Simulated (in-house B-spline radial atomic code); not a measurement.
**LC-wPBE excitations of Mg8+**

Method: LC-wPBE. Computed with a B-spline radial code for spherical atoms: linear response of the closed shell [He] 2s2 with the functional's adiabatic kernel; scalar-relativistic (spin-free one-electron X2C), finite nucleus, no spin-orbit coupling, no double excitations, S, P, D and F terms only.

Command:
```bash
python run_td.py task.json out
```
Settings (radii: box in bohr, nucleus in fm):
```
Z                        12
electrons                4
configuration            [He] 2s2
hamiltonian              x2c
method                   lc_wpbe
box_radius               11.59
rms_radius               3.057
intervals                71
```

Cost of the run: 0.4 s on 1 thread of Arm Neoverse N1, with other jobs on the host.

The lowest states, in the order of their Tamm-Dancoff energies; the method's threshold (minus the highest occupied level) is 315.55 eV. Labels give the largest channel, * marks a mixed state, and oscillator strengths are full-response dipole values. Semilocal kernels can invert the small singlet-triplet splittings of Rydberg terms. Energies in eV:

```
     state  full response  Tamm-Dancoff  oscillator strength
2s → 2p 3P         13.970        15.862                    -
2s → 2p 1P              ?             ?                    ?
2s → 3s 3S         185.77        185.78                    -
2s → 3s 1S         189.15        189.19                    -
2s → 3p 3P         192.48        192.51                    -
2s → 3p 1P         193.55        193.55                0.546
2s → 3d 3D         196.52        196.58                    -
2s → 3d 1D         199.40        199.40                    -
2s → 4s 3S         243.63        243.64                    -
2s → 4s 1S         244.68        244.69                    -
2s → 4p 3P         246.35        246.35                    -
2s → 4p 1P         246.68        246.68                0.151
2s → 4d 3D         248.04        248.06                    -
2s → 4d 1D         248.98        248.98                    -
2s → 4f 3F              ?             ?                    -
2s → 4f 1F         250.58        250.58                    -
2s → 5s 3S         269.74        269.74                    -
2s → 5s 1S         270.22        270.23                    -
2s → 5p 3P         271.11        271.11                    -
2s → 5p 1P         271.26        271.26               0.0669
2s → 5d 3D         271.90        271.91                    -
2s → 5d 1D         272.35        272.35                    -
```

(1) Where does 2s → 2p 1P lie?

(2) Where does 2s → 4f 3F lie?

(3) How large is the singlet-triplet splitting of 2s → 2p (P terms) in Tamm-Dancoff?

(4) What polarisabilities and dispersion coefficient does the method give?

Results:

(1) At 31.31 eV in full response, 32.75 eV in Tamm-Dancoff, oscillator strength 0.305.

(2) At 250.47 eV in full response, 250.48 eV in Tamm-Dancoff.

(3) 16.9 eV, from the unrounded values.

(4) Dipole 0.2473 bohr³, quadrupole 0.02617 bohr⁵, C6 0.05964 hartree·bohr⁶ for two such species.
